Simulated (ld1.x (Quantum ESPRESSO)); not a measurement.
**How hard is this Sn RRKJ potential?**

- Element: tin (Sn)
- Generator: ld1.x (Quantum ESPRESSO) 7.5
- Type: norm-conserving RRKJ (Kleinman–Bylander form)
- Functional: PBE
- Relativity: scalar-relativistic
- Frozen core: [Kr]
- Valence charge: 14
- Reference configuration: 4d10 5s2 5p2
- Partial waves: 5p (bound): rc 1.90 bohr; 4d (bound): rc 1.45 bohr; 5s (bound): rc 1.90 bohr
- Local potential: the s channel
- Core correction: a·sin(br)/r model core, default radius (core density twice the valence density)
- rho0: 0.02

The pseudo-atom Hamiltonian at the reference potential is diagonalised in spherical Bessel functions j_l(qr) that vanish at 20 bohr, with q² up to the cutoff. All-electron valence levels (Ry): 5p -0.2715, 4d -1.8991, 5s -0.7753.

Question: How do the lowest levels (Ry) of each channel move with the cutoff, and are there ghosts?

Answer:

| cutoff (Ry) | p #1 | p #2 | d #1 | s #1 | s #2 | f #1 | Σ f·Δε (mRy) |
| --- | --- | --- | --- | --- | --- | --- | --- |
| 8 | -0.2587 | 0.0233 | 0.0317 | -0.7591 | -0.0319 | 0.1045 | 19367.0 |
| 12 | -0.2591 | 0.0232 | 0.0212 | -0.7675 | -0.0328 | 0.1045 | 19244.2 |
| 18 | -0.2635 | 0.0229 | -0.0794 | -0.7702 | -0.0330 | 0.1045 | 18224.5 |
| 21 | -0.2662 | 0.0227 | -0.2389 | -0.7723 | -0.0332 | 0.1045 | 16619.4 |
| 30 | -0.2711 | 0.0223 | -0.9503 | -0.7749 | -0.0334 | 0.1045 | 9490.7 |
| 40 | -0.2715 | 0.0223 | -1.6199 | -0.7751 | -0.0334 | 0.1045 | 2793.1 |
| 50 | -0.2715 | 0.0223 | -1.8340 | -0.7753 | -0.0334 | 0.1045 | 652.0 |
| 60 | -0.2715 | 0.0222 | -1.8851 | -0.7753 | -0.0334 | 0.1045 | 140.7 |
| 70 | -0.2715 | 0.0222 | -1.8974 | -0.7753 | -0.0334 | 0.1045 | 18.1 |
| 90 | -0.2715 | 0.0222 | -1.8991 | -0.7753 | -0.0334 | 0.1045 | 0.5 |
| 110 | -0.2715 | 0.0222 | -1.8992 | -0.7753 | -0.0334 | 0.1045 | 0.2 |
| 400 | -0.2715 | 0.0222 | -1.8992 | -0.7753 | -0.0334 | 0.1045 | 0.0 |

Result: no extra level below or beside the all-electron valence levels (p, d, s, f tested); 10 mRy is reached at 80 Ry and 1 mRy at 90 Ry.

Its largest configuration-test error is -327 meV.
